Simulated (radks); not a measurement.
Values are calculated unless marked as measured or tabulated.
Species: Sc. Configuration: [Ar] 3d0.5 4s2 4p0.5 (fractional occupations, a model configuration).

Code: a radial shooting solver on a logarithmic mesh with Libxc functionals. Model: non-relativistic Kohn-Sham, r2SCAN, spin-polarised, spherical densities, point nucleus; open shells are filled with parallel spins first; meta-GGA in the generalised Kohn-Sham scheme.

Energy parts (eV):
part                      energy
total                 -20694.479
kinetic                20675.144
electron-nucleus      -48923.435
Hartree                 8607.690
exchange-correlation   -1053.879

Orbitals (lengths in bohr, moments of r in powers of bohr; r(90%) holds 90 % of the orbital's charge):
orbital,occ.,eigenvalue (eV),<r^4>,r(90%)
1s up,1,-4392.746,0.0001360,0.131
1s down,1,-4392.740,0.0001360,0.131
2s up,1,-480.1123,0.03508,0.536
2s down,1,-479.9471,0.03502,0.536
2p up,3,-395.8767,0.02852,0.507
2p down,3,-395.7414,0.02846,0.507
3s up,1,-59.7153,2.854,1.61
3s down,1,-59.1164,2.857,1.61
3p up,3,-37.7813,4.340,1.78
3p down,3,-37.1795,4.347,1.78
3d up,0.5,-5.6005,38.09,2.93
3d down,0,-4.9950,39.28,2.97
4s up,1,-5.3189,358.6,5.40
4s down,1,-4.8031,356.6,5.38
4p up,0.5,-2.1833,960.7,6.86
4p down,0,-1.6852,830.2,6.65

The highest occupied level is 4p up at -2.183 eV. The configuration is held as typed, so some empty levels lie below it. Summed over all electrons, <r^2> = 56.74 bohr^2, which gives a Langevin (diamagnetic) susceptibility term of -44.9 x 10^-6 cm^3/mol. Virial ratio -V/T = 2.00094. Spin moment in Bohr magnetons: 1.
